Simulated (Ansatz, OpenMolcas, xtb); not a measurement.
## Ligand exchange: NaF + GeH3(SH) → NaSH + GeH3F

Species: NaF, singlet; GeH3(SH), singlet; NaSH `[Na][SH]`, singlet; GeH3F (fluorogermane) `[F][GeH3]`, singlet. The partners trade F for SH: Na–F and Ge–SH bonds give way to Na–SH and Ge–F.

Shapes, held fixed at every level: PBE0-D4/def2-TZVP. Programs: Ansatz 0.2.0, OpenMolcas 26.06, xtb 6.7.1, xtb 6.7.1 later snapshot. The zero-point and thermal change to 298 K, harmonic and unscaled (PBE0-D4/def2-TZVP), is -1.4 kJ/mol.

| level | kind | ΔH(298 K) (kJ/mol) | less CCSD(T)/def2-TZVPP |
| --- | --- | --- | --- |
| GFN1-xTB | semi-empirical | +174.5 | +186.8 |
| PBE-D4/def2-TZVPP | GGA | -2.4 | +9.9 |
| B3LYP/6-31G* (spherical functions) | global hybrid | -33.8 | -21.5 |
| B3LYP-D4/def2-TZVPP | global hybrid | -8.2 | +4.1 |
| r2SCAN0-D4/def2-TZVPP | global hybrid | -10.6 | +1.7 |
| wB97M-V/def2-TZVPP | range-separated hybrid | -11.7 | +0.6 |
| MP2/def2-SVP | perturbation theory | -11.9 | +0.4 |
| CCSD/def2-TZVPP | coupled cluster or CI | -13.8 | -1.5 |
| CCSD(T)/def2-TZVPP | coupled cluster or CI | -12.3 | 0.0 |

The highest level, CCSD(T)/def2-TZVPP, gives ΔH(298 K) = -12.3 kJ/mol; the levels span -33.8 to +174.5. They disagree on the sign: 1 of 9 are positive. GFN1-xTB strays far from the other rows. The column of differences is taken from that level and isn't an error. No measured value is set beside it here. Relativity is left out for Ge unless named. Correlated rows may include outer-core shells of Ge, Na, which these sets cover unevenly.
